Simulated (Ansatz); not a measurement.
`[NH2][In]([NH2])[Cl]` and `[NH2][In]([Cl])[O][SiH3]` differ in one atom or group.

Ansatz, PBE0-D4/def2-TZVP geometries, multiplicity 1. Each molecule was computed in one conformer, which needn't be the lowest.

Elements past krypton have def2 core potentials.

```
                                          property  `[NH2][In]([NH2])[Cl]`
           HOMO–LUMO gap (ωB97M-V/def2-TZVPP) / eV                   10.39
               LUMO energy (B3LYP/def2-TZVPP) / eV                   -1.59
size of the dipole moment (ωB97M-V/def2-TZVPP) / D                    2.82
               HOMO–LUMO gap (PBE/def2-TZVPP) / eV                    3.95
                 LUMO energy (PBE/def2-TZVPP) / eV                   -2.14
                 HOMO energy (PBE/def2-TZVPP) / eV                   -6.09
```

Question: What does the change do to each property? (Estimate.)

Answer: Computed: 
```json
{"property": "HOMO–LUMO gap (ωB97M-V/def2-TZVPP) / eV", "`[NH2][In]([Cl])[O][SiH3]`": "10.28", "shift": "-0.11"}
{"property": "LUMO energy (B3LYP/def2-TZVPP) / eV", "`[NH2][In]([Cl])[O][SiH3]`": "-2.29", "shift": "-0.70"}
{"property": "size of the dipole moment (ωB97M-V/def2-TZVPP) / D", "`[NH2][In]([Cl])[O][SiH3]`": "2.92", "shift": "0.10"}
{"property": "HOMO–LUMO gap (PBE/def2-TZVPP) / eV", "`[NH2][In]([Cl])[O][SiH3]`": "3.81", "shift": "-0.14"}
{"property": "LUMO energy (PBE/def2-TZVPP) / eV", "`[NH2][In]([Cl])[O][SiH3]`": "-2.87", "shift": "-0.73"}
{"property": "HOMO energy (PBE/def2-TZVPP) / eV", "`[NH2][In]([Cl])[O][SiH3]`": "-6.68", "shift": "-0.59"}
```

With PBE0 the HOMO falls by 0.56 eV and the LUMO falls by 0.72 eV, so the gap narrows by about 0.16 eV. PBE moves the HOMO by -0.59 eV and ωB97M-V by -0.55 eV. The zero-point energy changes by 10.5 kJ/mol with +6 modes. Dipoles are sizes alone; their direction can turn.

B3LYP here is the variant with VWN-RPA as its local correlation; programs differ in this.
